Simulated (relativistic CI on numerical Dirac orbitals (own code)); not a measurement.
## Cr4+ (3d2) in a crystal field

Calculated by Dirac-Coulomb-Breit CI, orbitals from a KLI potential per configuration, model QED (radiative potential, 1s self-energy scaled to tabulated hydrogen-like ionisation energies), valence Slater integrals scaled by 0.85, one configuration in a parametric crystal field (own radial code).

Field parameters in Wybourne normalisation: D3d B²₀ = −7Dσ, B⁴₀ = −14Dq − 21Dτ, B⁴₃ = −14√(10/7) Dq; D4h B²₀ = −7Ds, B⁴₀ = 21(Dq − Dt), B⁴₄ = 21√(5/14) Dq; Oh B⁴₀ = 21Dq, B⁴₄ = √(5/14) B⁴₀; Td as Oh with Dq negative (B⁴₀ = 21Dq, B⁴₄ = √(5/14) B⁴₀). The field is a parameter set, without covalency.

S is read from ⟨S²⟩ = S(S + 1).

Powder χT (cm³ K mol⁻¹) by Van Vleck's formula, with temperature-independent terms:

```csv
Field,2 K,5 K,10 K,20 K,50 K,100 K,200 K,300 K
"D3d, 10Dq = 17900, Dσ = 880, Dτ = 290 cm⁻¹",0.0587,0.0685,0.0848,0.118,0.216,0.372,0.617,0.776
"D3d, 10Dq = 20600, Dσ = 1130, Dτ = 180 cm⁻¹",0.0747,0.0853,0.103,0.138,0.243,0.405,0.645,0.794
"D3d, 10Dq = 31800, Dσ = 370, Dτ = -150 cm⁻¹",0.037,0.0925,0.186,0.322,0.449,0.525,0.644,0.762
"D4h, 10Dq = 20750, Ds = 2750, Dt = 10 cm⁻¹",0.169,0.419,0.69,0.844,0.904,0.922,0.941,0.957
"Oh, 10Dq = 20400 cm⁻¹",0.0208,0.0502,0.0816,0.115,0.188,0.303,0.524,0.707
"Td, 10Dq = -4750 cm⁻¹",0.752,0.754,0.756,0.76,0.773,0.795,0.838,0.882
"Td, 10Dq = -6050 cm⁻¹",0.804,0.805,0.807,0.81,0.82,0.837,0.872,0.906
"Td, 10Dq = -6550 cm⁻¹",0.819,0.82,0.821,0.824,0.834,0.85,0.881,0.913
```

**Question.** For D4h, 10Dq = 20750, Ds = 2750, Dt = 10 cm⁻¹: what effective moment follows at 300 K?

**Answer.** μ_eff = √(8χT) = 2.77 μB. The ground level has S = 1.00; the spin-only moment for S = 1 is 2.83 μB. The difference comes from the orbital moment, spin-orbit mixing of terms and temperature-independent paramagnetism, all larger in this ionic model than in covalent complexes.
